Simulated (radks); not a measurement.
Results of a calculation; reference values are marked as such.
Problem. Spherical jellium clusters: N electrons in a uniform positive sphere of charge N and radius rs N^(1/3), rs = 3.48 bohr. Level of theory: non-relativistic Kohn-Sham, LDA (Slater exchange, Perdew-Wang correlation), spin-polarised, spherical densities (a radial shooting solver with Libxc functionals). Levels are named by radial order and angular momentum (1s, 1p, 1d, 2s, ...), and open shells are averaged over m. At N = 14 the configuration is 1s2 1p6 1d(up 5, down 1). The background grows by one charge. Does electron 15 go into 1d down or 2s up or 2s down?

Solution. Into 1d down. The total energies of the other choices lie higher by 0.147 eV (2s up), 0.365 eV (2s down).
